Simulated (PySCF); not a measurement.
# Ir: excitation energy

Ir [Xe] 4f14 5d7 6s2 (4F) → Ir [Xe] 4f14 5d9 (2D), as a difference of total energies. Calculation: PySCF 2.14, in aug-cc-pwCVTZ-PP with ECP60MDF (8s8p7d4f3g, 122 functions); scalar relativity through the core potential. The calculations carry no spin-orbit coupling.

```csv
method,excitation energy (eV)
LDA,1.775
PBE,1.830
PBE0,1.932
```

The Hartree-Fock determinant of the upper state isn't an eigenfunction of L²: it has lost the atom's symmetry, so its energy isn't that of a pure term.
